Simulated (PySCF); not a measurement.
## Correlation energy of N+ (nitrogen, charge +1)

[He] 2s1 2p3, high-spin 5S determinant (an excited configuration). All numbers are calculated (PySCF 2.14, no relativity, point nucleus, in dyall-av2z (11s7p2d, 42 functions)). Frozen: 1s2; 4 electrons correlated; the 8 highest virtual orbitals of each spin left out.

```csv
level,correlation energy (mhartree)
CCSD,-28.28
(T),-0.12
CCSD(T),-28.40
```

Diagnostics: T1 = 0.0024, D1 = 0.0038, largest double amplitude 0.018.

Cost of the coupled-cluster step: roughly 0.3 core-seconds, for 4 correlated electrons.

Iterations:

```
CC2 = 0
CCSD nocc = (np.int64(4), np.int64(0)), nmo = (33, 33)
frozen orbitals [[0, 34, 35, 36, 37, 38, 39, 40, 41], [0, 34, 35, 36, 37, 38, 39, 40, 41]]
max_cycle = 100
direct = 0
conv_tol = 1e-08
conv_tol_normt = 1e-06
diis_space = 8
diis_start_cycle = 0
Init t2, MP2 energy = -0.0232555283378657
Init E_corr(UCCSD) = -0.0232555283396448
cycle = 1  E_corr(UCCSD) = -0.0273079143474013  dE = -0.00405238601  norm(t1,t2) = 0.0136104
cycle = 2  E_corr(UCCSD) = -0.0280744072504095  dE = -0.000766492903  norm(t1,t2) = 0.00332157
cycle = 3  E_corr(UCCSD) = -0.028289083210998  dE = -0.000214675961  norm(t1,t2) = 0.000988695
cycle = 4  E_corr(UCCSD) = -0.0282763316914521  dE = 1.27515195e-05  norm(t1,t2) = 0.000108049
cycle = 5  E_corr(UCCSD) = -0.0282764147912728  dE = -8.30998207e-08  norm(t1,t2) = 5.15076e-06
cycle = 6  E_corr(UCCSD) = -0.0282764021067584  dE = 1.26845144e-08  norm(t1,t2) = 3.6198e-07
cycle = 7  E_corr(UCCSD) = -0.0282764030715511  dE = -9.64792631e-10  norm(t1,t2) = 2.93743e-08
UCCSD converged
E(UCCSD) = -53.77359344432492  E_corr = -0.02827640307155107
UCCSD(T) correction = -0.000119102598158469
```
